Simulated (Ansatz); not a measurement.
Species: sum formula H₅BSiO₆, net charge 0, singlet state. 
Structure (B3LYP-D3(BJ)/def2-TZVP (Ansatz, a first-principles code) minimum search):
SMILES: OB(O)O[Si](O)(O)O
```xyz
13

O     -1.8848    -0.6501     0.9789
B     -1.7122     0.1975    -0.1062
O     -2.7374     0.8332    -0.7531
O     -0.4533     0.4007    -0.5600
Si     1.0429    -0.0491    -0.0345
O      0.9139    -1.4211     0.8315
O      2.0201    -0.2442    -1.3246
O      1.6967     1.1267     0.8835
H     -2.7837    -0.7704     1.2934
H     -3.6208     0.6663    -0.4171
H      0.0567    -1.5507     1.2545
H      1.7650    -0.8790    -1.9979
H      2.1011     1.8712     0.4318
```
Charge 0, spin multiplicity 1.

Dipole moments at this geometry, in debye (magnitudes).

```csv
level,program,dipole (D)
SVWN5/def2-TZVPD,Ansatz,4.06
PBE/def2-TZVPD,Ansatz,3.92
BLYP/def2-TZVPD,Ansatz,3.95
r2SCAN/def2-TZVPD,Ansatz,4.02
B97M-V/def2-TZVPD,Ansatz,3.94
B3LYP/def2-TZVPD,Ansatz,4.07
PBE0/def2-TZVPD,Ansatz,4.06
r2SCANh/def2-TZVPD,Ansatz,4.06
r2SCAN0/def2-TZVPD,Ansatz,4.12
HSE06/def2-TZVPD,Ansatz,4.05
CAM-B3LYP/def2-TZVPD,Ansatz,4.17
LC-wPBE/def2-TZVPD,Ansatz,4.19
wB97X-V/def2-TZVPD,Ansatz,4.12
CCSD(T)/aug-cc-pV(D+d)Z,Ansatz,4.02
```
